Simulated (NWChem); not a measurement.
SiHO₂ cation; SMILES O=[Si]=[OH+]

Results from NWChem. All runs use the structure optimised with PBE0/def2-SVP. Level: M06-2X/def2-SVP with SMD (1 M gas to 1 M solution), gas-phase geometry. Reactions with the solvent are ignored.

| solvent | dielectric constant | solvation free energy (kcal/mol) | cavity-dispersion-structure term (kcal/mol) |
|---|---|---|---|
| water | 78.4 | -74.2 | 0.7 |
| 1-propanol | 20.5 | -71.4 | 0.5 |
| chloroform | 4.71 | -57.4 | -0.6 |
| chlorobenzene | 5.70 | -57.9 | -1.4 |
| ethylene glycol | 40.2 | -71.4 | 2.6 |
